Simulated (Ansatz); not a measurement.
`B[SiH](C)B[SiH3]` + ethylmethylamine → `BN(C)CC` + `C[SiH2]B[SiH3]`  (cleavage of the B–Si bond)

Gas-phase electronic energies from Ansatz, PBE0-D4/def2-TZVP geometries. CCSD(T)/CBS is the MP2 limit (def2-TZVPP, def2-QZVPP) plus CCSD(T) − MP2 in def2-TZVPP, frozen cores. DFT in def2-TZVPP. One conformer a species, not always the lowest.

```json
{"level": "r2SCAN-D4", "ΔE (kcal/mol)": "-40.3"}
{"level": "B2PLYP", "ΔE (kcal/mol)": "-42.1"}
{"level": "PBE", "ΔE (kcal/mol)": "-39.1"}
{"level": "HF/def2-TZVPP", "ΔE (kcal/mol)": "-40.0"}
{"level": "CCSD(T)/def2-TZVPP", "ΔE (kcal/mol)": "-41.7"}
{"level": "HF/def2-QZVPP", "ΔE (kcal/mol)": "-40.1"}
{"level": "MP2/def2-QZVPP", "ΔE (kcal/mol)": "-43.3"}
{"level": "SCS-MP2/def2-QZVPP", "ΔE (kcal/mol)": "-42.8"}
```

**Question.** What does CCSD(T)/CBS give? (Best estimate.)

**Answer.** The calculation gave: -41.4 kcal/mol. The listed levels differ from it by 1.1, -0.7, 2.3, 1.4, -0.3, 1.3, -1.9, -1.4 kcal/mol.

Largest T1 diagnostic among the species: 0.015.

In def2-TZVPP, CCSD(T) changes the Hartree–Fock value by −1.6 kcal/mol (the triples alone add −0.3 kcal/mol) and MP2 by −3.4 kcal/mol.
